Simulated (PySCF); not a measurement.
AlGeH5O3, SMILES [Al]([O][GeH3])([OH])[OH].

Geometry: ωB97X-D3(BJ)/def2-SVP. The structure was generated by enumeration; whether it is a known compound was not checked. The values are those of a single conformer.

Vertical ionisation energy (IE) and electron affinity (EA) in eV. Rows of orbital energies are one-electron estimates. Where ΔSCF, EOM or ADC give a negative EA the extra electron is unbound and the value depends on the basis.

```csv
level,IE,EA
"−ε(HOMO), −ε(LUMO), ωB97X/def2-TZVP (PySCF)",11.09,-1.23
"−ε(HOMO), −ε(LUMO), PBE/def2-TZVP (PySCF)",7.07,1.53
```
